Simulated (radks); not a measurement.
The numbers below are computed, except where a source is named.
Radial electron density D(r) = 4 pi r^2 rho(r) of an atom or ion with 16 electrons. Code: a radial shooting solver on a logarithmic mesh with Libxc functionals. Model: Dirac Kohn-Sham, PBE, spin-unpolarised, spherical densities, point nucleus.

| r (bohr) | D(r) (e/bohr) |
|---|---|
| 0.00914 | 3.015 |
| 0.01031 | 3.667 |
| 0.01162 | 4.438 |
| 0.0131 | 5.338 |
| 0.01477 | 6.377 |
| 0.01665 | 7.561 |
| 0.01863 | 8.796 |
| 0.021 | 10.25 |
| 0.02368 | 11.81 |
| 0.0267 | 13.46 |
| 0.0301 | 15.12 |
| 0.03394 | 16.74 |
| 0.03827 | 18.23 |
| 0.0428 | 19.41 |
| 0.04826 | 20.35 |
| 0.05441 | 20.88 |
| 0.06135 | 20.93 |
| 0.06917 | 20.47 |
| 0.07799 | 19.56 |
| 0.08724 | 18.41 |
| 0.09836 | 17.04 |
| 0.1109 | 15.76 |
| 0.125 | 14.84 |
| 0.141 | 14.50 |
| 0.159 | 14.88 |
| 0.1778 | 15.86 |
| 0.2005 | 17.39 |
| 0.226 | 19.07 |
| 0.2548 | 20.44 |
| 0.2873 | 21.07 |
| 0.324 | 20.62 |
| 0.3624 | 19.13 |
| 0.4086 | 16.56 |
| 0.4606 | 13.37 |
| 0.5194 | 10.12 |
| 0.5856 | 7.342 |
| 0.6603 | 5.418 |
| 0.7444 | 4.464 |
| 0.8327 | 4.314 |
| 0.9388 | 4.616 |
| 1.059 | 4.988 |
| 1.193 | 5.095 |
| 1.346 | 4.776 |
| 1.517 | 4.061 |
| 1.697 | 3.181 |
| 1.913 | 2.210 |
| 2.157 | 1.376 |
| 2.432 | 0.7645 |
| 2.743 | 0.3767 |
| 3.092 | 0.1627 |
| 3.459 | 0.06500 |
| 3.9 | 0.02068 |
| 4.397 | 0.005460 |
| 4.957 | 0.001171 |

What is the nuclear charge?

Answer. Z = 18. The innermost maximum, from 1s, lies near gamma/Z bohr with gamma = sqrt(1 - (Z/c)^2) = 0.991, here 0.0551 bohr (found: 0.0585), and its height grows with Z. The density is that of the argon ion Ar2+ in [Ne] 3s2 3p4; the configuration itself is not fixed sharply by these data, and Z only to about a unit. D(r) has 3 maxima, at r = 0.0585, 0.292, 1.17 bohr, and minima at 0.141, 0.806 bohr, inside which lie 2.17, 10.36 electrons.
